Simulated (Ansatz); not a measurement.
Start from `CBC(C)C` and change one atom or group to get `C[CH](C)[AlH][OH]`.

Ansatz, PBE0-D4/def2-TZVP geometries, multiplicity 1. Each molecule was computed in one conformer, which needn't be the lowest.

```json
{"property": "HOMO energy (B3LYP/def2-TZVPP) / eV", "`CBC(C)C`": "-7.88"}
{"property": "LUMO energy (ωB97M-V/def2-TZVPP) / eV", "`CBC(C)C`": "1.17"}
{"property": "ideal-gas entropy at 298 K and 1 bar (rigid rotor, harmonic PBE0-D4/def2-TZVP) / J/(mol·K)", "`CBC(C)C`": "361"}
{"property": "LUMO energy (PBE/def2-TZVPP) / eV", "`CBC(C)C`": "-1.72"}
{"property": "LUMO energy (PBE0/def2-TZVPP) / eV", "`CBC(C)C`": "-0.71"}
{"property": "LUMO energy (B3LYP/def2-TZVPP) / eV", "`CBC(C)C`": "-0.95"}
```

Problem. What does the change do to each property? (Estimate.)

Solution. Ansatz gave: 
```json
{"property": "HOMO energy (B3LYP/def2-TZVPP) / eV", "`C[CH](C)[AlH][OH]`": "-7.01", "shift": "0.87"}
{"property": "LUMO energy (ωB97M-V/def2-TZVPP) / eV", "`C[CH](C)[AlH][OH]`": "0.97", "shift": "-0.20"}
{"property": "ideal-gas entropy at 298 K and 1 bar (rigid rotor, harmonic PBE0-D4/def2-TZVP) / J/(mol·K)", "`C[CH](C)[AlH][OH]`": "368", "shift": "7"}
{"property": "LUMO energy (PBE/def2-TZVPP) / eV", "`C[CH](C)[AlH][OH]`": "-1.33", "shift": "0.39"}
{"property": "LUMO energy (PBE0/def2-TZVPP) / eV", "`C[CH](C)[AlH][OH]`": "-0.56", "shift": "0.15"}
{"property": "LUMO energy (B3LYP/def2-TZVPP) / eV", "`C[CH](C)[AlH][OH]`": "-0.79", "shift": "0.16"}
```

With PBE0 the HOMO rises by 0.87 eV and the LUMO rises by 0.15 eV, so the gap narrows by about 0.72 eV. PBE moves the HOMO by 0.75 eV and ωB97M-V by 0.96 eV. The zero-point energy changes by -74.8 kJ/mol with -6 modes. Modes under 60 cm⁻¹, often nearly free rotors, make the harmonic entropy too high.

B3LYP here is the variant with VWN-RPA as its local correlation; programs differ in this.
